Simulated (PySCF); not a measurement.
Species: `C=CC(=C)[Si@H](N)F`. The columns A, B, C and D hold Mulliken, IAO, Hirshfeld and ESP-fitted charges (e) of one PBE0/pcSseg-1 density (PySCF), in a shuffled order. Coordinates in Å (GFN2-xTB); the density's dipole moment is (-1.32, 1.55, -0.83) D.

| atom | x | y | z | A | B | C | D |
| --- | --- | --- | --- | --- | --- | --- | --- |
| C1 | -1.907 | 0.766 | -0.561 | -0.326 | -0.189 | -0.101 | -0.426 |
| C2 | -1.225 | -0.313 | -0.925 | -0.120 | -0.111 | -0.042 | -0.083 |
| C3 | -0.021 | -0.808 | -0.278 | -0.295 | -0.500 | -0.094 | -0.097 |
| C4 | 0.526 | -1.950 | -0.704 | -0.275 | -0.093 | -0.076 | -0.370 |
| Si5 | 0.759 | 0.145 | 1.152 | +1.303 | +1.123 | +0.449 | +0.813 |
| N6 | 1.415 | 1.606 | 0.539 | -0.850 | -0.625 | -0.317 | -0.965 |
| F7 | 2.057 | -0.661 | 1.673 | -0.542 | -0.434 | -0.207 | -0.310 |
| H8 | -2.797 | 1.076 | -1.082 | +0.158 | +0.123 | +0.050 | +0.183 |
| H9 | -1.608 | 1.373 | 0.278 | +0.136 | +0.110 | +0.042 | +0.166 |
| H10 | -1.573 | -0.898 | -1.769 | +0.144 | +0.099 | +0.048 | +0.145 |
| H11 | 1.412 | -2.358 | -0.250 | +0.160 | +0.124 | +0.049 | +0.175 |
| H12 | 0.104 | -2.518 | -1.521 | +0.146 | +0.111 | +0.049 | +0.173 |
| H13 | -0.077 | 0.201 | 2.350 | -0.180 | -0.136 | -0.089 | -0.156 |
| H14 | 2.075 | 2.124 | 1.096 | +0.270 | +0.199 | +0.123 | +0.383 |
| H15 | 0.854 | 2.224 | -0.021 | +0.270 | +0.199 | +0.116 | +0.368 |

Q: Which column most likely holds the ESP-fitted charges?

A: D. Σ q r misses the density's dipole by 0.05 D (D), 0.87 D (C), 1.23 D (B), 1.37 D (A). Charges fitted to the outside potential are the only set here that is tied to the molecule's multipoles.

Q: And the Hirshfeld charges?

A: C. The mean sizes are 0.123 e (C), 0.278 e (B), 0.321 e (D), 0.345 e (A), and Hirshfeld charges are commonly the smallest of these schemes.

As computed, A = IAO, B = Mulliken, C = Hirshfeld, D = ESP-fitted. Hydrogens on carbon: IAO +0.14 to +0.16, Mulliken +0.10 to +0.12, Hirshfeld +0.04 to +0.05, ESP-fitted +0.15 to +0.18 e.

The Mulliken scheme counts on each atom the diagonal of the density matrix times the overlap matrix over that atom's basis functions. The IAO scheme projects the occupied orbitals on a minimal set of polarised atomic orbitals and counts the electrons in each atom's part of it.

Geometry: GFN2-xTB, one conformer, isolated molecule.

Shape of the structure used: `[CH2:1]=[CH:2][C:3](=[CH2:4])[Si@H:5]([NH2:6])[F:7]`: C1–C2–C3–C4 176°, C2–C3–Si5–N6 -69°, H–N6–Si5–C3 -164°, H–N6–Si5–C3 52°.
